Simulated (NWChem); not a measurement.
Molecule: ZnH2; SMILES [ZnH2]

All runs: NWChem. Geometry: optimised at B3LYP/6-31G* (spherical d). Level PBE/def2-SVPD: single points from the atomic guess with DIIS by default; each run changes one setting, and all converged runs end within 0.3 mHa of each other. cgmin counts macro-iterations, each dearer than a DIIS step. NWChem's automatic level shift, which a small gap switches on, acted in some of these runs.

Which setting needs the most SCF iterations, or fails (defaults; occupation smearing of 0.005 Ha; core-Hamiltonian guess; quadratically convergent solver (cgmin); DIIS on 3 Fock matrices; level shift of 0.5 Ha throughout)?

core-Hamiltonian guess, with 27 against 6 for the defaults.
```tsv
setting	SCF iterations
defaults	6
level shift of 0.5 Ha throughout	10
quadratically convergent solver (cgmin)	4
core-Hamiltonian guess	27
occupation smearing of 0.005 Ha	6
DIIS on 3 Fock matrices	7
```
